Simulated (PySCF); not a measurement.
Does the answer move with the share of exact exchange?

Compound: C₃H₇BClP.
InChI=1S/C3H7BClP/c1-3(5)2-4-6/h4H,1-2,6H2

Torsions of this conformer, `[CH2:1]=[C:2]([Cl:3])[CH2:4][BH:5][PH2:6]`: C1–C2–C4–B5 -112°, C2–C4–B5–P6 -9°, H–P6–B5–C4 40°, H–P6–B5–C4 142°.

PySCF, def2-SVPD basis, density fitting, gas phase, PBE0-D3(BJ)/def2-SVP geometry; singlet excitations by full TDDFT with frozen cores, triplets by Tamm–Dancoff TDDFT and ionisation energies by ΔSCF, from the lowest of the holes tried. One functional is left out:

| functional | exact exchange (%) | HOMO energy (eV) | LUMO energy (eV) | lowest singlet excitation (eV) | lowest triplet excitation (eV) | dipole moment (D) | mean polarisability (au) | vertical ionisation energy (eV) |
| --- | --- | --- | --- | --- | --- | --- | --- | --- |
| LDA | 0 | -6.33 | -2.65 | 3.76 | 3.40 | 1.825 | 97.7 | 9.32 |
| PBE | 0 | -6.19 | -2.44 | 3.81 | 3.34 | 1.826 | 96.2 | 9.12 |
| B3LYP | 20 | -7.08 | -1.68 | 4.58 | 3.63 | 1.928 | 93.6 | 9.02 |
| BHandHLYP | 50 | -8.24 | -0.44 | 5.15 | 3.92 | 2.124 | 90.5 | 9.21 |

Problem. Predict the row of PBE0 (25 % exact exchange) by straight lines through the other rows, and check it.

Solution. 
```csv
property,line,computed,computed − line,"B3LYP (20 %), for comparison"
HOMO energy (eV),-7.26,-7.30,-0.04,-7.08
LUMO energy (eV),-1.49,-1.50,-0.01,-1.68
lowest singlet excitation (eV),4.53,4.75,+0.22,4.58
lowest triplet excitation (eV),3.66,3.59,-0.07,3.63
dipole moment (D),1.970,2.015,+0.045,1.928
mean polarisability (au),93.5,92.8,-0.7,93.6
vertical ionisation energy (eV),9.16,9.07,-0.09,9.02
```
